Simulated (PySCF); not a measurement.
# Identify the compound

An unknown has the formula C5H10N2Si2. Its calculated NMR data are:

¹H NMR (300 MHz, computed): δ 8.80 (d, 1H), 8.12 (d, 1H), 7.70 (m, 1H), 7.15 (m, 1H), 5.50 (q, 1H), 3.56 (d, 3H), 0.35 (br s, 2H).

¹³C{¹H} NMR (computed): δ 173.0 (C), 155.3 (CH), 139.5 (CH), 135.8 (CH), 128.4 (CH).

Calculated, not measured (PySCF): shieldings: GIAO PBE0/pcSseg-1, PBE0-D3(BJ)/def2-SVP structure. A single conformation, equivalent nuclei averaged, no solvent, no relativistic terms.

Referencing at the same level of theory: ¹H, ¹³C against TMS.

Q: What is the structure?

A: 
- The formula gives 4 degrees of unsaturation (1 ring in the answer).
- 5 carbon signals for 5 carbons: no two carbons are equivalent.
- Carbon types of the structure: 1 × C, 4 × CH, leaving 6 H on heteroatoms.
- δC 173.0: substituted aromatic carbon next to a ring nitrogen.
- δC 155.3: aromatic CH next to a ring nitrogen; the adjacent pyridine-type nitrogen withdraws density from it.
- δC 139.5, 135.8, 128.4: aromatic CH; the aromatic region.
- δH 8.80: hydrogen on an aromatic CH next to a ring nitrogen; ring current plus the neighbouring ring nitrogen.
- δH 8.12, 7.70, 7.15: hydrogen on an aromatic CH; ring-current deshielding.
- δH 3.56: hydrogen on a silicon bonded to Si.
- δH 0.35: hydrogen on a nitrogen bonded to Si; labile proton, position sensitive to the medium.

These data were computed for SMILES N[Si@H]([SiH3])c1ccccn1.

This is the structure that produced the data.

OH and NH positions are those of a molecule without intermolecular hydrogen bonds; in solution they move with solvent, concentration and temperature, and exchange usually removes their couplings. Shifts are as computed. Against solution values, carbons near 30 ppm lie about +2 ppm off and those near 130 ppm about +5 ppm. Of 1309 compounds with measured shifts, 239 miss one by over three times the rms of a fit or turn the order of signals round; such compounds aren't used in these exercises. No couplings were computed; multiplicities are counted from neighbouring protons, with m where these are inequivalent, close in shift, in a saturated or five-membered ring or joined by F or P, and br s for small geminal =CH2 splittings.
